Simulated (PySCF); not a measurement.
# Dipole response of P⁺ (phosphorus, charge +1)

[Ne] 3s2 3p2, high-spin 3P determinant. All numbers are calculated (PySCF 2.14, the spin-free X2C one-electron Hamiltonian (Gaussian nucleus), in aug-cc-pVDZ-DK (5s4p2d, 27 functions)). Coupled (time-dependent) response in atomic units; α is the mean over directions. A double-zeta set is small for polarisabilities.

| method | mean α (bohr³) | α xx, yy, zz | C₆ (like pair) | S(−4) |
| --- | --- | --- | --- | --- |
| UHF | 14.50 | 14.05, 14.73, 14.73 | 76.09 | 68.00 |
| PBE | 14.37 | 13.71, 14.70, 14.70 | 74.75 | 65.58 |
| PBE0 | 14.28 | 13.73, 14.55, 14.55 | 74.26 | 64.02 |
| LC-wPBE | 14.15 | 13.65, 14.40, 14.40 | 73.13 | 63.43 |
| B97-3 | 14.51 | 13.88, 14.82, 14.82 | 75.88 | 66.79 |

S(−4) is the Cauchy moment in α(ω) = α(0) + S(−4) ω² + …

α(iu) at B97-3:

```tsv
u (hartree)	α(iu) (bohr³)
0	14.51
0.0500	14.35
0.100	13.88
0.200	12.29
0.300	10.36
0.500	6.957
0.750	4.288
1.00	2.810
1.50	1.431
2.00	0.8554
3.00	0.4046
5.00	0.1556
```

A single London oscillator, α(iu) = α/(1 + u²/ω²), gives C₆ = (3/4) ω α². Matching the computed C₆ needs ω = 4 × 75.88 / (3 × 14.51²) = 0.481 hartree.

For an ion, C₆ is the dispersion term alone; charge-induced terms of lower order in 1/R come first.

The components differ because the open shell of this determinant is not spherical; for a pure term their mean is the scalar polarisability.
